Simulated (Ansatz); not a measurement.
Consider the homolysis of the Si–Si bond: `O[SiH](F)[SiH3]` → `O[SiH]F`• + `[SiH3]`•.

Isolated molecules relaxed with PBE0-D4/def2-TZVP in Ansatz; ΔE leaves out vibrations. CCSD(T)/CBS is the MP2 limit (def2-TZVPP, def2-QZVPP) plus CCSD(T) − MP2 in def2-TZVPP, frozen cores. This one scheme is used for every species. DFT in def2-TZVPP. Open shells (•) are unrestricted, without spin–orbit coupling. Each species was taken in one conformer, which may not be the lowest.

```
          species  CAM-B3LYP-D4 energy (Eh)
`O[SiH](F)[SiH3]`                -757.24043
       `O[SiH]F`•                -465.87667
        `[SiH3]`•                -291.24057
```

Task: Work out ΔE.

Result: ΔE = (-465.87667) + (-291.24057) − (-757.24043) = 0.12319 Eh = +77.3 kcal/mol. CCSD(T)/CBS gives +81.1 kcal/mol.

Largest T1 diagnostic among the species: 0.015.

Leaving LDA and LC-ωPBE aside and taking each functional with its dispersion term where it has one, the values, not all of them listed here, spread over 8.1 kcal/mol, from revPBE-D4 to ωB97X-V. LDA lies +11.0 kcal/mol from PBE without D4, its usual overbinding. From PBE to PBE0 (25 % exact exchange), in def2-TZVPP and without D4, ΔE moves by +1.4 kcal/mol.
